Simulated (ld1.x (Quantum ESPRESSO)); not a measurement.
**Reading a pseudo-wave (O (Z = 8))**

Columns: radius, all-electron u(r) and pseudo u(r) of the 2s shell (level -31.16 eV) of oxygen in the configuration [He] 2s2 2p3.5; LDA (PZ), scalar-relativistic, PAW scheme, ld1.x (Quantum ESPRESSO) 7.5.

```
r (bohr)  all-electron   pseudo
   0.055        0.3586  -0.0942
   0.110        0.4295  -0.1876
   0.165        0.3475  -0.2795
   0.220        0.1912  -0.3690
   0.275        0.0069  -0.4553
   0.330       -0.1791  -0.5376
   0.385       -0.3521  -0.6151
   0.440       -0.5047  -0.6869
   0.495       -0.6339  -0.7522
   0.550       -0.7393  -0.8102
   0.605       -0.8220  -0.8603
   0.660       -0.8840  -0.9017
   0.715       -0.9275  -0.9340
   0.770       -0.9551  -0.9565
   0.825       -0.9691  -0.9692
   0.880       -0.9717  -0.9717
   0.935       -0.9649  -0.9649
   0.990       -0.9504  -0.9504
   1.045       -0.9300  -0.9300
   1.100       -0.9047  -0.9047
   1.155       -0.8759  -0.8759
   1.210       -0.8445  -0.8445
   1.265       -0.8112  -0.8112
   1.320       -0.7767  -0.7767
   1.375       -0.7416  -0.7416
   1.430       -0.7064  -0.7064
```

(1) How many radial nodes do the two functions have?

(2) At about which radius was the pseudo-wave matched?

(3) Where does each function peak?

(4) Is the pseudo-wave norm-conserving?

Results:

(1) The all-electron 2s function has n − l − 1 = 1; the pseudo-wave has 0, since the states of the same l below it are removed with the core.

(2) 0.85 bohr, where the columns begin to agree (steps of 0.06 bohr).

(3) Outermost all-electron maximum near 0.88 bohr, pseudo maximum near 0.88 bohr (to the table’s step).

(4) No, it belongs to a PAW set: the norm inside the radius is not constrained, and the difference is carried by the augmentation charge.
